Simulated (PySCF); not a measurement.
## Ru⁺: ionisation energy

Ru⁺ [Kr] 4d7 (4F) → Ru²⁺ [Kr] 4d6 (5D), as a difference of total energies. Computed with PySCF 2.14 in aug-cc-pVTZ-PP with ECP28MDF (6s6p5d3f2g, 88 functions), with a scalar-relativistic core potential. Correlated levels: valence: 4s2 4p6 frozen. The calculations carry no spin-orbit coupling.

```tsv
method	ionisation energy (eV)
UHF	14.880
MP2 (valence)	16.326
SCS-MP2 (valence)	16.489
CCSD (valence)	16.240
CCSD(T) (valence)	16.329
```

Question: How much does correlation contribute at CCSD(T) (valence)?

Answer: 16.329 − (14.880) = 1.449 eV, measured against UHF.

The reference lies between the lowest fine-structure levels, while these numbers refer to the centres of the terms.

Errors of the correlated levels include the incompleteness of this basis and the frozen core.

For comparison: 16.76 ± 0.06 eV (semi-empirical (NIST evaluation); NIST Atomic Spectra Database, ionization energies).
